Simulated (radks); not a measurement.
Valence configurations of Mo III (all share [Kr]). Method: scalar-relativistic Kohn-Sham, PBE, spin-unpolarised, spherical densities, point nucleus; computed with a radial shooting solver on a logarithmic mesh with Libxc functionals. Energies are relative to 4d4; eigenvalues in eV.

valence          E (eV)    e(4d)    e(5p)    e(5s)
4d4               0.000  -20.827        -        -
4d3 5p1           9.207  -24.776  -14.450        -
4d3.5 5p0.5       4.325  -22.786  -13.588        -
4d3 5s1           3.839  -23.769        -  -19.195
4d1.5 5s2 5p0.5  15.431  -28.954  -15.861  -21.772
4d2 5p2          20.704  -28.803  -16.108        -
4d2.5 5s1 5p0.5   9.085  -25.806  -14.731  -20.277
4d1.5 5s1 5p1.5  21.370  -29.905  -16.387  -22.354
4d2 5s2           9.195  -26.873        -  -20.717

NIST lists [Kr] 4d4 as the ground configuration; this level of theory agrees among the configurations tried. The energies are those of spherical spin-averaged densities, not of single terms.
